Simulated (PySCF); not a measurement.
Two species compared at the same levels of theory.

First species: C5H12O2Si.
SMILES: `O=C(CC(C)C)O[SiH3]`

Second species: C6H12FNSi.
Geometry (GFN2-xTB, Å), atoms numbered from 1 in this order:
```
atom  x, y, z in Å
C1    -2.556   -1.622   -0.374
C2    -1.373   -1.025   -0.470
C3    -1.052    0.301    0.058
C4    -2.179    1.142    0.585
N5     0.107    0.823    0.118
C6     1.318    0.202   -0.277
Si7    1.981   -0.838    1.210
C8     2.300    1.317   -0.613
F9     3.583    0.829   -0.711
H10   -2.723   -2.605   -0.782
H11   -3.398   -1.168    0.120
H12   -0.565   -1.545   -0.968
H13   -2.623    0.668    1.458
H14   -2.950    1.266   -0.172
H15   -1.792    2.116    0.869
H16    1.223   -0.459   -1.151
H17    2.184    0.068    2.337
H18    3.212   -1.502    0.797
H19    0.929   -1.812    1.518
H20    2.068    1.791   -1.573
H21    2.297    2.071    0.179
```

Levels: PBE0/pcSseg-1 for dipole moment, HOMO energy, LUMO energy and HOMO–LUMO gap; GFN2-xTB for rotational constant A and rotational constant C. Geometries: GFN2-xTB. All species are isolated and taken at one optimised geometry, non-relativistic unless stated; the electronic structure was computed with PySCF and density fitting.

The conformers computed, where there is a choice (atom-mapped SMILES and torsion angles):
- `[CH3:1][CH:2]([CH3:3])[CH2:4][C:5](=[O:6])[O:7][SiH3:8]`: C1–C2–C4–C5 168°, C2–C4–C5–O6 -19°, C4–C5–O7–Si8 178°
- `[CH2:1]=[CH:2]/[C:3]([CH3:4])=[N:5]\[C@H:6]([SiH3:7])[CH2:8][F:9]`: C1–C2–C3–C4 -9°, C3–N5–C6–Si7 -86°, N5–C6–C8–F9 166°

Values for the first species:

| Item | Value |
| --- | --- |
| Dipole moment | 1.51 D |
| HOMO energy | -8.15 eV |
| LUMO energy | 0.08 eV |
| HOMO–LUMO gap | 8.23 eV |
| Rotational constant A | 4.648 GHz |
| Rotational constant C | 0.699 GHz |

**Question.** Estimate the same properties for the second species, and the change in each.

**Answer.** 
| property | first | second | second less first |
| --- | --- | --- | --- |
| dipole moment | 1.51 D | 2.81 D | +1.30 D |
| HOMO energy | -8.15 eV | -7.15 eV | +1.00 eV |
| LUMO energy | 0.08 eV | -1.49 eV | -1.57 eV |
| HOMO–LUMO gap | 8.23 eV | 5.66 eV | -2.57 eV |
| rotational constant A | 4.648 GHz | 2.291 GHz | -2.357 GHz |
| rotational constant C | 0.699 GHz | 0.635 GHz | -0.064 GHz |

On the first: In atomic units the dipole is 0.59 e·bohr (1 au = 2.5417 D).

On the second: In atomic units the dipole is 1.11 e·bohr (1 au = 2.5417 D).
